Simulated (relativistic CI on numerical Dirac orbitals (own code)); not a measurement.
Method of calculation: Dirac-Coulomb-Breit CI, separate exchange-only KLI orbitals for each configuration, model QED (radiative potential, 1s self-energy scaled to tabulated hydrogen-like ionisation energies), unscaled Slater integrals (own radial code, finite nucleus).

The strongest absorption lines from the ground level of an ion, among the configurations computed and to levels below about 3250 eV (vacuum wavelength in nm, gf): 0.41642 (0.49), 0.41751 (0.33), 0.42431 (0.4), 0.42513 (0.92), 0.42552 (1.5), 0.42568 (1.3), 0.42699 (1.2), 0.44237 (1.7).

Problem. Which ion is it?
A. Mo37+
B. Y32+
C. Kr29+
D. Mo35+

Solution. D. Mo35+ has 7 electrons and the ground level 2s2 2p3 2P°_3/2; the strongest line goes to 2s2 2p2 3d 2D_5/2. The pattern of lines fixes the number of electrons, and along that sequence the line energies rise steadily with the charge (about as its square where n changes within one kind of shell, about linearly where n is kept but much faster in heavy ions where fine structure, which grows about as Z⁴, sets the gap, and irregularly where shells cross), which fixes Z. Configurations outside the model, such as inner-shell arrays, can give stronger lines. At this charge energies of transitions that change n are usually good to better than 1 %, and those within a shell (Δn = 0) to a few per cent.

LS names give the leading component of a level, which can be under half, so a name can repeat, a term be missing and a line seem to break the LS rules.
